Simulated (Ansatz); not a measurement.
A structure relaxed at r2SCAN-D4/def2-SVP in Ansatz, charge 0, singlet:

Cartesian coordinates in Å:
```
B -2.972 0.187 2.501
B -2.319 -2.590 -2.154
B -0.279 0.391 -3.483
B -1.175 2.729 1.590
B 0.172 2.820 -1.388
B -1.617 0.309 -0.488
B -0.496 -1.798 1.730
B 0.830 -1.658 -1.220
B 1.279 0.785 0.835
B -0.061 0.664 3.831
B 2.644 0.871 -2.148
B 3.716 -1.598 0.603
P -2.878 -1.086 -1.044
P -2.417 1.324 1.004
P -1.311 -0.663 3.107
P -1.058 1.418 -2.010
P -0.461 -3.034 -1.762
P 1.307 -0.452 -2.699
P -0.654 3.805 0.064
P 0.401 1.787 2.291
P 1.764 1.881 -0.720
P -0.011 -0.609 0.242
P 2.395 -2.564 -0.458
P 2.840 -0.147 1.569
H -3.407 0.926 3.365
H -3.775 -0.638 2.096
H -3.004 -3.558 -1.888
H -2.367 -2.238 -3.310
H 0.108 1.180 -4.326
H -1.084 -0.430 -3.871
H -1.684 3.403 2.462
H 0.475 3.547 -2.312
H -1.302 -2.614 1.300
H 0.537 -2.313 2.140
H -0.628 1.382 4.635
H 0.954 0.138 4.257
H 2.818 1.625 -3.088
H 3.647 0.346 -1.711
H 4.506 -1.107 -0.171
H 4.202 -2.374 1.402
H -3.968 -0.447 -1.691
H -3.511 -1.539 0.137
H -3.544 1.995 0.445
H -1.663 -1.518 4.184
H -2.228 2.082 -2.480
H 0.081 -3.732 -2.874
H -0.395 -4.055 -0.782
H 1.897 -1.283 -3.693
H -1.763 4.549 -0.421
H 0.193 4.870 0.473
H 1.333 2.796 2.674
H 2.659 2.884 -0.247
H 1.903 -3.678 0.266
H 3.068 -3.240 -1.510
H 2.478 -0.558 2.874
H 3.822 0.831 1.872
```

(1) Give its formula and point group.

(2) Summarise the bond lengths by kind (pairs closer than 1.2 times the sum of covalent radii, bridged metal pairs left out).

## Answers

(1) B₁₂P₁₂H₃₂, a nanocrystal cut from zinc blende BP (hydrogen-capped). Point group Cs (tolerance 0.1 Å).

(2) 32 × B–P 1.94 to 1.99 Å; 16 × B–H 1.21 to 1.23 Å; 16 × H–P 1.41 to 1.43 Å.

Single mean-field runs in def2-SVP are fitted with def2-universal-jkfit.
